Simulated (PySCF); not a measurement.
C2H7NSi2, SMILES [Si@@H]1([SiH2]C=C1)N. Atoms are numbered in the order given.

```xyz
12

N      2.2240    -0.6808     0.1354
Si     0.8188     0.1265    -0.4516
C     -0.1264     1.3950     0.5936
C     -1.3938     0.9141     0.6525
Si    -1.3329    -0.7747    -0.1975
H      2.2295    -1.1837     1.0139
H      3.1542    -0.4050    -0.1536
H      1.2159     0.6801    -1.7837
H      0.1692     2.3518     1.0477
H     -2.2225     1.4569     1.1274
H     -2.2826    -0.9893    -1.3372
H     -1.5135    -1.9241     0.7487
```
Charge 0, spin multiplicity 1.

The structure is a stationary point at PBE0-D3(BJ)/def2-SVP. The structure was generated by enumeration; whether it is a known compound was not checked. One conformer was computed; it need not be the lowest.

Level of theory: HF/def2-TZVP in PySCF.

Atomic charges (e):

| atom | meta-Löwdin | Löwdin |
|---|---|---|
| N1 | -0.78 | … |
| Si2 | 0.77 | 0.18 |
| C3 | -0.36 | -0.26 |
| C4 | -0.33 | -0.27 |
| Si5 | 0.45 | … |
| H6 | 0.23 | … |
| H7 | 0.23 | … |
| H8 | -0.15 | … |
| H9 | 0.10 | 0.11 |
| H10 | 0.10 | … |
| H11 | -0.14 | -0.06 |
| H12 | -0.14 | -0.05 |

Problem. Complete the blanks. (An estimate is asked for; the answer gives what the named calculation found.)

Solution. 
- N1, Löwdin: -0.29
- Si5, Löwdin: 0.26
- H6, Löwdin: 0.15
- H7, Löwdin: 0.15
- H8, Löwdin: -0.05
- H10, Löwdin: 0.12

Computed Mayer and Wiberg (Löwdin basis) orders of the bonds:
```tsv
bond	Mayer	Wiberg
N1–Si2	1.07	1.52
Si2–C3	0.88	1.06
C3–C4	1.83	2.05
Si2–Si5	0.98	0.99
C4–Si5	0.92	1.10
N1–H6	0.92	0.97
N1–H7	0.92	0.96
Si2–H8	0.97	0.91
C3–H9	0.95	0.88
C4–H10	0.95	0.88
Si5–H11	0.96	0.95
Si5–H12	0.96	0.94
```
